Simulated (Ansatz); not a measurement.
Cost and result for the atomization energy of ClH5O4Si2 (`O[SiH](O)O[SiH](O)Cl`) (12 atoms, 11 bonds).

Z-matrix (Å, degrees):
```
Si
O 1 1.632
O 1 1.642 2 109.2
O 1 1.623 2 108.7 3 121.7
H 1 1.471 2 113.8 3 -119.9
H 2 0.961 1 117.4 3 30.9
Si 3 1.611 1 148.8 2 -14.9
H 4 0.959 1 118.2 2 -38.1
O 7 1.620 3 112.7 1 -132.6
Cl 7 2.072 3 106.9 1 -11.9
H 7 1.467 3 112.2 1 106.8
H 9 0.959 7 119.7 3 57.2
```

Charge 0, multiplicity 1. The geometry is a stationary point of PBE0-D4/def2-TZVP. It is one conformer, not always the lowest. Program: Ansatz. All runs use 2 threads of an AMD EPYC 7R13 on a shared host and a share of an NVIDIA H100 80 GB. Times are those of one run each, without the atoms' runs, and a repeat can differ threefold. Electronic energies, without spin–orbit coupling; frozen cores. CCSD(T)/CBS adds CCSD(T) − MP2 in def2-TZVPP to the MP2 limit, and its time is that of the two runs behind it. T1 = 0.011. B3LYP takes the VWN-RPA correlation (the form of Gaussian; ORCA's B3LYP/G).

CCSD(T)/CBS is a level of theory with its own doubt, some kJ/mol a heavy atom from the limit and from the frozen cores, so smaller differences don't rank the functionals.

```tsv
level	functions	wall time	atomization (kcal/mol)	difference from CCSD(T)/CBS	per bond
B2PLYP/def2-TZVPP	320	2.4 s	1136.2	-24.7	-2.2
PBE-D4/def2-TZVPP (with forces)	320	4.2 s	1158.9	-2.0	-0.2
r2SCAN-D4/def2-TZVPP (with forces)	320	4.2 s	1154.0	-6.9	-0.6
B3LYP-D4/def2-TZVPP (with forces)	320	4.3 s	1141.7	-19.2	-1.7
MP2/def2-QZVPP	588	5 s	1183.3	22.4	2.0
PBE0-D4/def2-TZVPP	320	5.5 s	1134.4	-26.5	-2.4
ωB97X-V/def2-TZVPP	320	7.5 s	1154.5	-6.4	-0.6
CCSD(T)/def2-TZVPP	320	8.5 s	1121.3	-39.6	-3.6
ωB97M-V/def2-TZVPP (with forces)	320	12 s	1156.7	-4.2	-0.4
CCSD(T)/CBS(def2)	–	14 s	1160.9	0.0	0.0
```

The D4 term adds +13.1 kcal/mol with B3LYP and +6.9 kcal/mol with PBE0; it sums over pairs of atoms, weighted by their polarisabilities, and B3LYP, whose exchange is more repulsive, gets the larger term. In def2-TZVPP, CCSD(T) changes the Hartree–Fock value by +297.1 kcal/mol (the triples alone add +18.4 kcal/mol) and MP2 by +335.0 kcal/mol; breaking electron pairs costs correlation energy, which Hartree–Fock lacks. From PBE to PBE0 (25 % exact exchange), in def2-TZVPP and without D4, the atomization energy moves by −23.4 kcal/mol: exact exchange takes away binding that semilocal exchange gives to molecules.
